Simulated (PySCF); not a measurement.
**GaI₂⁺: from structure and modes to constants**

Method: PBE0/[Ga def2-TZVP, I def2-TZVP with ECP28], scalar-relativistic core potentials, density fitting, no spin–orbit coupling, PySCF.

The singlet minimum has D∞h symmetry. Masses (u): Ga 68.92558, I 126.90447.

```xyz
3
charge 1 multiplicity 1, angstrom
Ga    0.0000    0.0000    0.0000
I     0.0000    0.0000    2.3679
I     0.0000    0.0000   -2.3679
```

Harmonic wavenumbers (cm⁻¹): 72.9 (πu, ×2), 177.8 (σg+, ×1), 391.6 (σu+, ×1).

(1) Find the vibrational entropy and heat capacity at 298.15 K.

(2) Give the standard entropy (298.15 K, 1 bar) by its translational, rotational, vibrational and spin parts, and Cp.

(3) Find the bond force constant k and the stretch–stretch coupling k′ of the valence force field.

Results:

(1) With u = 1.43878 ω/T, each mode gives S = R[u/(eᵘ−1) − ln(1−e⁻ᵘ)] and C = R u² eᵘ/(eᵘ−1)².
```tsv
ω (cm⁻¹)	u	S (J/(mol K))	C (J/(mol K))
72.9 (×2)	0.352	17.05	8.23
177.8	0.858	9.84	7.82
391.6	1.890	4.16	6.23
```
The sums over all modes are S = 48.1 and C = 30.5 J/(mol K); the softest mode gives 35 % of the entropy (each member, where degenerate).

(2) Sackur–Tetrode with M = 322.73 u gives 180.9; rotation with symmetry number 2 gives 83.8; vibration 48.1; spin R ln 1 = 0.0. The total is 312.8 J/(mol K), and Cp = 7/2 R + 30.5 = 59.6 J/(mol K).

(3) For linear XMX, 4π²c²ω(σg)² = (k + k′)/mX and 4π²c²ω(σu)² = (k − k′)(1 + 2mX/mM)/mX. So k + k′ = 2.364 and k − k′ = 2.449 mdyn/Å, giving k = 2.407 and k′ = -0.043 mdyn/Å.

Other isomers or separated fragments may lie lower.
